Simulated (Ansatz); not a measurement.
Computed with Ansatz on PBE0-D4/def2-TZVP structures; ΔE is electronic, products minus reactants. CCSD(T)/CBS adds triple-zeta CCSD(T) − MP2 to the extrapolated MP2 energy (def2 sets, frozen cores). This one scheme is used for every species. Functionals use def2-TZVPP. For Ge outer-core shells are correlated without core-valence functions, which leaves a few kJ/mol of doubt a bond. Scalar relativity is left out up to krypton. Each species was taken in one conformer, which may not be the lowest.

`[F][GeH2][NH][GeH3]` + H₂S → `[F][GeH2][SH]` + `[NH2][GeH3]`  (ligand exchange at a Ge–N bond)

```json
{"level": "B97M-V", "ΔE (kcal/mol)": "-5.9"}
{"level": "revPBE", "ΔE (kcal/mol)": "-8.1"}
{"level": "BLYP", "ΔE (kcal/mol)": "-6.6"}
{"level": "PBE0", "ΔE (kcal/mol)": "-6.8"}
{"level": "MP2/def2-TZVPP", "ΔE (kcal/mol)": "-3.2"}
{"level": "CCSD(T)/def2-TZVPP", "ΔE (kcal/mol)": "-3.0"}
{"level": "MP2/CBS(def2)", "ΔE (kcal/mol)": "-3.8"}
{"level": "CCSD/CBS(def2)", "ΔE (kcal/mol)": "-3.5"}
```

Q: What does CCSD(T)/CBS give? (Best estimate.)

A: The calculation gave: -3.6 kcal/mol. The listed levels differ from it by -2.3, -4.5, -3.0, -3.2, 0.4, 0.6, -0.2, 0.1 kcal/mol.

Largest T1 diagnostic among the species: 0.012.

At CCSD(T), def2-SVP lies +2.5 kcal/mol from the extrapolated value and def2-TZVPP +0.6 kcal/mol. From BLYP to BHLYP (50 % exact exchange), in def2-TZVPP and without D4, ΔE moves by +1.6 kcal/mol. The D4 term adds +1.0 kcal/mol with B3LYP and +0.6 kcal/mol with PBE0; it sums over pairs of atoms, weighted by their polarisabilities, and B3LYP, whose exchange is more repulsive, gets the larger term.

B3LYP here is the variant with VWN-RPA as its local correlation; programs differ in this.
